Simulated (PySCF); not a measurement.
# Orbital picture of Se₂

PW91 at R = 2.168 Å; basis Se def2-TZVPP; no relativity; PySCF 2.14. State: ³Σg⁻ (triplet), unpaired electrons π ↑↑. Only the outer orbitals are listed.

```tsv
spin	orbital	occ.	ε (eV)	main shells (%)
α	σg	1	-19.52	92 s
α	σu	1	-15.54	94 s
α	σg	1	-9.15	90 p, 9 s
α	πu	1	-8.27	98 p
α	πu	1	-8.27	98 p
α	πg	1	-5.63	98 p
α	πg	1	-5.63	98 p
α	σu	0	-1.87	91 p, 9 d
α	σg	0	3.37	57 p, 40 d
α	σu	0	3.57	104 p, 28 d
β	σg	1	-18.98	89 s, 9 p
β	σu	1	-14.66	94 s
β	σg	1	-8.73	88 p, 11 s
β	πu	1	-7.46	97 p
β	πu	1	-7.46	97 p
β	πg	0	-4.54	98 p
β	πg	0	-4.54	98 p
β	σu	0	-1.46	91 p, 9 d
```

Question: Which are the highest filled and the lowest empty level, where do they sit, and how wide is the gap?

Answer: Highest filled α πg at -5.63 eV (in %: 98 p); lowest empty β πg at -4.54 eV (in %: 98 p); the gap at PW91 is 1.09 eV. Both belong to one degenerate shell, split only by its one-sided filling, so this is no excitation gap.

```json
{
 "bond order (Mayer)": "2.07",
 "⟨S²⟩": "2.003"
}
```

Shares are Mulliken populations and can fall outside 0 to 100 %.

Spin–orbit coupling is left out. The state is the lowest determinant that a PBE0 search found; another state may lie lower at other levels.
